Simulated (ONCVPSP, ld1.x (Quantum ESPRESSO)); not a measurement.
**Potentials for O compared**

Generated with ld1.x 7.5 (TM, RRKJ, ultrasoft, PAW), atompaw 4.2 or ONCVPSP 4.0.1. The cutoff is in Ry: for ld1.x and atompaw files where the sum of valence levels is converged to 10 mRy in a Bessel basis, for ONCV files where the hardest occupied wave has 1 mHa per electron of residual kinetic energy. The error is the largest all-electron minus pseudo excitation energy over each file’s own four to seven test configurations (ionisations up to +4, promotions, holes and added fractions of an electron), all of which were solved. The labels leave out finer settings (local radius, basis sizes, second energies), which also bear on the numbers. Spin-polarised tests are not counted. The rows are a selection from randomly drawn settings: files with unsolved tests, undetermined cutoffs or missed reference levels are left out.

A true bound ghost makes a file unfit for plane-wave use even where its test errors are small: the radial tests pick states by their node count and pass the ghost by.

```tsv
potential	cutoff (Ry)	largest error (meV)	bound ghosts
ONCV, PBE, scalar-relativistic, rc 0.80/1.90/1.65 (spd), local smoothed, core correction yes, reference 2s2 2p4, qcut 8.4/7.7/5, projectors 2/2/2	85	+2033	none
ONCV, LDA (Perdew-Wang 92), scalar-relativistic, rc 0.65/1.60 (sp), local s, core correction yes, reference 2s2 2p3.5, qcut 12.3/9.7, projectors 0/2	598	+176	none
ONCV, PBE, scalar-relativistic, rc 0.95/1.95/1.60 (spd), local smoothed, core correction yes, reference 2s1.75 2p4.25, qcut 7.9/8.1/5.3, projectors 1/2/2	114	+691	none
ONCV, PBE, scalar-relativistic, rc 0.75/1.60 (sp), local smoothed, core correction yes, reference 2s2 2p4, qcut 10.3/10.7, projectors 2/2	86	+740	none
ONCV, PBEsol, scalar-relativistic, rc 0.70/1.55/1.45 (spd), local smoothed, core correction no, reference 2s2 2p4, qcut 11.4/9.5/7.5, projectors 2/2/2	87	+1774	none
ultrasoft, BP86, scalar-relativistic, rc 0.70/1.30 (sp), local smoothed, core correction yes, reference 2s2 2p4	70	+142	none
```

(1) Fill in the row for O: ONCV, LDA (Perdew-Wang 92), scalar-relativistic, rc 0.75/1.45/1.30 (spd), local s, core correction yes, reference 2s2 2p4, qcut 6.8/8.6/8.5, projectors 0/1/3.

(2) Fill in the row for O: ONCV, PBE, scalar-relativistic, rc 0.80/2.00 (sp), local smoothed, core correction no, reference 2s1.5 2p4.5, qcut 10/6.5, projectors 2/2.

(3) Fill in the row for O: ONCV, PBE, scalar-relativistic, rc 0.60/1.45 (sp), local smoothed, core correction no, reference 2s2 2p4, qcut 9.7/8.4, projectors 3/2.

## Answers

(1) cutoff 421 Ry, largest error +2474 meV, bound ghosts: none.

(2) cutoff 85 Ry, largest error +980 meV, bound ghosts: none.

(3) cutoff 534 Ry, largest error +1970 meV, bound ghosts: s.
